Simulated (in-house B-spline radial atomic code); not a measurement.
Ba²⁺. Computed with a B-spline radial atomic code. Model: all-electron spherical atom, spin shells full or empty, radial basis limit, no spin-orbit coupling, Breit or QED, empty-state partial waves extrapolated as (l+1/2)^-4, RPA, G0W0 and static COHSEX of the highest shell as one setting changes (uncorrelated shells keep exact exchange).

Given: element Ba; charge 2; filled core Kr; hamiltonian one-electron scalar X2C; mean-field start PBE0; highest l of empty states 9; nuclear rms radius 4.8378 fm; highest mean-field shell 5p.

Shell: 4d 5 5, 5s 1 1, 5p 3 3 (electrons up and down).

```tsv
lowest nl shells left uncorrelated	RPA correlation energy (hartree)	G0W0 level (eV)	G0W0 minus most complete (meV)	COHSEX level (eV)	linearised minus solved G0W0 (meV)
0	-4.2445	-36.674	0	-39.196	-13.2
1	?	?	?	?	?
2	?	?	?	?	?
3	-3.2977	-36.671	2.7	-39.191	-13.2
4	-3.1165	-36.671	2.6	-39.193	-13.2
5	-2.5763	-36.676	-1.9	-39.205	-13.2
6	-1.6997	-36.64	33.7	-39.139	-13
7	-1.5434	-36.642	31.6	-39.144	-13
8	-1.0944	-36.654	20	-39.163	-13.1
9	-0.33071	-36.308	365.2	-38.564	-11.2
10	-0.22607	-36.664	9.8	-38.846	-11.2
```

Q: What follows for lowest nl shells left uncorrelated = 1?

A: RPA correlation energy -4.0607 hartree; G0W0 level -36.673 eV; G0W0 minus most complete 0.5 meV; COHSEX level -39.196 eV; linearised minus solved G0W0 -13.2 meV.

Q: What follows for lowest nl shells left uncorrelated = 2?

A: RPA correlation energy -3.8638 hartree; G0W0 level -36.673 eV; G0W0 minus most complete 0.5 meV; COHSEX level -39.196 eV; linearised minus solved G0W0 -13.2 meV.
